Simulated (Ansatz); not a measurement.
Basis-set series for CH$_{5}$SSb, SMILES `[CH3][SbH][SH]`. Charge 0, multiplicity 1. Sb: def2 effective core potential. Geometry: relaxed with PBE0-D4/def2-TZVP. It is one conformer, not always the lowest.

| functional | basis | functions | energy (Eh) | HOMO (eV) | LUMO (eV) |
| --- | --- | --- | --- | --- | --- |
| PBE0-D4 | def2-SVP | 83 | -679.22703 | -6.97 | -0.68 |
| PBE0-D4 | def2-QZVPP | 359 | -679.44143 | -7.16 | -0.98 |
| ωB97M-V | def2-SVP | 83 | -679.30704 | -9.11 | 1.21 |
| ωB97M-V | def2-QZVPP | 359 | -679.52517 | -9.32 | 0.64 |

(1) Give the rows for def2-TZVPP. (An estimate is asked.)

Answers

(1) Ansatz gave: 
```
functional       basis  functions  energy (Eh)  HOMO (eV)  LUMO (eV)
   PBE0-D4  def2-TZVPP        193   -679.42444      -7.13      -0.90
   ωB97M-V  def2-TZVPP        193   -679.50846      -9.28       0.82
```

Positive LUMOs are unbound and depend on the basis.
